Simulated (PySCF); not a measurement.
A GIAO shielding run with PySCF (density fitting, non-relativistic, gas phase) on SMILES C[O+](C)[BH2-]P, C2H10BOP:

```
$ OMP_NUM_THREADS=1 python probes_run.py task.json out

{"job": {"kind": "nmr", "xc": "LDA", "basis": "pcSseg-1", "pop": false}, "charge": 0, "multiplicity": 1}
C     -1.624458    -0.789856    -0.196706
O     -0.501390     0.044021    -0.455416
C     -0.795966     1.434947    -0.347002
B      0.882870    -0.450961     0.295989
P      2.348891     0.499613    -0.606557
H     -1.933092    -0.696217     0.857077
H     -1.313199    -1.819325    -0.400441
H     -2.445898    -0.494837    -0.865206
H     -1.089905     1.677419     0.686783
H     -1.604588     1.680124    -1.049925
H      0.120634     1.972926    -0.618206
H      0.734679    -0.081660     1.452834
H      0.844712    -1.655376     0.137624
H      2.962385    -0.578401    -1.310182
H      3.268344     0.476243     0.481171
```

Hardware: 1 thread of an Arm Neoverse N1, shared host.

(1) How large is the calculation?

(2) How long does it take, and how much memory does it need?

(3) And these other runs on the same molecule and hardware: GIAO shielding at B3LYP/pcSseg-1; GIAO shielding at B97-D/pcSseg-1; GIAO shielding at BLYP/pcSseg-1; GIAO shielding at BP86/pcSseg-1; GIAO shielding at HF/pcSseg-1; GIAO shielding at KT2/pcSseg-1?

Results:

(1) 50 electrons, 142 basis functions and 756 auxiliary functions.

(2) 21 s of wall time, with 13 SCF cycles; peak memory 0.65 GiB. Times on a shared host scatter by some tens of per cent.

(3) B3LYP/pcSseg-1: 142 functions, 17 s; B97-D/pcSseg-1: 142 functions, 25 s; BLYP/pcSseg-1: 142 functions, 26 s; BP86/pcSseg-1: 142 functions, 26 s; HF/pcSseg-1: 142 functions, 8.6 s; KT2/pcSseg-1: 142 functions, 26 s.
